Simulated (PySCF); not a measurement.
Vertical excitations of a molecule C₄H₉N from TDDFT-PBE0/def2-SVPD (PySCF 2.14.0), as energy in eV (oscillator strength): 5.17 (0.001), 7.07 (0.030), 7.42 (0.012), 7.64 (0.371), 7.77 (0.186), 8.00 (0.001), 8.07 (0.054), 8.16 (0.052), 8.44 (0.006), 8.71 (0.012). Lowest triplet (TDA): 4.34 eV. Geometry optimised at PBE0-D3(BJ)/def2-SVP. Other conformers were not sampled.

Q: Identify the compound among the candidates.
A) C=C[C@H](C)N
B) C=CCCN
C) C/C=N/CC
D) C=CN(C)C

A: C, C/C=N/CC
